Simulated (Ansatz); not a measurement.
Reaction (formal exchange of groups at a Ge–Al bond): `[AlH2][GeH3]` + GeH₄ → `[GeH3][GeH3]` + `[AlH3]`

Calculated with Ansatz (gas phase, PBE0-D4/def2-TZVP geometries, no zero-point term in ΔE). CBS: MP2 limit from def2 TZ/QZ plus the TZ coupled-cluster correction, frozen cores. This one scheme is used for every species. Functionals use def2-TZVPP. HSE06 is defined as in plane-wave codes. For Ge outer-core shells are correlated without core-valence functions, which leaves a few kJ/mol of doubt a bond. Scalar relativity is left out up to krypton.

```
             level  ΔE (kJ/mol)
           BLYP-D4         -2.4
           ωB97X-V         -2.2
            B2PLYP         -2.2
             HSE06          2.3
             BHLYP         -1.9
RPA@PBE/def2-TZVPP         -2.3
      MP2/def2-SVP         -2.6
    CCSD/CBS(def2)         -1.8
```

(1) What does CCSD(T)/CBS give? (Best estimate.)

Largest T1 diagnostic among the species: 0.012.

## Answers

(1) The calculation gave: -1.5 kJ/mol. The listed levels differ from it by -0.9, -0.7, -0.7, 3.8, -0.4, -0.8, -1.1, -0.3 kJ/mol.

Leaving LDA and LC-ωPBE aside and taking each functional with its dispersion term where it has one, the values, not all of them listed here, spread over 7.0 kJ/mol, from B97M-V to PBE-D4.
